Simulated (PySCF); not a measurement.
Predicted microwave data (PySCF, PBE0-D3(BJ)/def2-SVP geometry optimisation, gas phase) for one isomer of C3H5F3Si:

| Quantity | Value |
| --- | --- |
| Rotational constants | A = 2910, B = 1841, C = 1520 MHz |
| Dipole components | \|μa\| = 1.41 D, \|μb\| = 0.70 D, \|μc\| = 0.93 D |
| Inertial defect | -115.64 u·Å² |
| κ | -0.54 |

Question: Which candidate fits, each taken in the one conformer that was computed?
A. `[CH2:1]=[CH:2][CH2:3][Si:4]([F:5])([F:6])[F:7]` with C1–C2–C3–Si4 -105°
B. `C=C([SiH3])C(F)(F)F`
C. `[F:1][CH:2]([F:3])[C@@:4]1([F:5])[CH2:6][SiH2:7]1` with F1–C2–C4–F5 67°
D. `FC(F)(F)[C@H]1C[SiH2]1`

Answer: C. It is FC(F)[C@@]1(F)C[SiH2]1, an asymmetric top, point group C1. The candidates at the same level (rigid rotor, commonest isotopes):

```csv
SMILES,A (MHz),B (MHz),C (MHz),μa (D),μb (D),μc (D),Δ (u·Å²),point group,rotor
C=CC[Si](F)(F)F,3531,1348,1328,1.97,0.64,1.20,-137.62,C1,near-prolate asymmetric top
C=C([SiH3])C(F)(F)F,3186,1661,1370,1.47,1.57,0.01,-93.85,near Cs,asymmetric top
FC(F)(F)[C@H]1C[SiH2]1,3919,1537,1417,2.44,0.34,0.63,-100.94,C1,near-prolate asymmetric top
FC(F)[C@@]1(F)C[SiH2]1,2910,1841,1520,1.41,0.70,0.93,-115.64,C1,asymmetric top
```

`C=C([SiH3])C(F)(F)F` has C 10 % too low; `FC(F)(F)[C@H]1C[SiH2]1` has A 35 % too high; `C=CC[Si](F)(F)F` has B 27 % too low. No structure here is proved a minimum.
